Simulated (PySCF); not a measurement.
**Iron: a sound run and one with changed settings**

Sound run: Fe²⁺ [Ar] 3d6, Fe³⁺ [Ar] 3d5. All numbers are calculated (PySCF 2.14, no relativity, point nucleus, in aug-cc-pVDZ (7s6p4d2f, 59 functions)). In the sound run the correlated levels freeze [Ar]. The sound run starts from symmetry-adapted Hartree-Fock orbitals and uses a fine grid where one is needed.

Changed run: scalar relativity by spin-free X2C-1e. This setting is unsound on purpose.

```
species  method  sound run (hartree)  changed run (hartree)  converged
   Fe²⁺     UHF          -1261.66080            -1268.99974        yes
   Fe²⁺    TPSS          -1262.82706            -1270.16366        yes
   Fe²⁺  r2SCAN          -1262.77070            -1270.10743        yes
   Fe²⁺     MP2          -1261.76013            -1269.09958        yes
   Fe³⁺     UHF          -1260.60654            -1267.95200        yes
   Fe³⁺    TPSS          -1261.66401            -1269.00712        yes
   Fe³⁺  r2SCAN          -1261.62821            -1268.97145        yes
   Fe³⁺     MP2          -1260.65520            -1268.00086        yes
```

Ionisation energy of Fe²⁺:

```tsv
method	sound run (eV)	changed run (eV)
UHF	28.688	28.510
TPSS	31.648	31.471
r2SCAN	31.089	30.912
MP2	30.066	29.898
SCS-MP2	30.110	29.941
```

Most of the change in total energy is the relativistic energy itself. On top of that the contraction fixes the core shape for the Hamiltonian it was made with, so the changed run is not a good calculation with the other Hamiltonian either.

For comparison, NIST gives 30.651 ± 0.012 eV between the lowest levels.
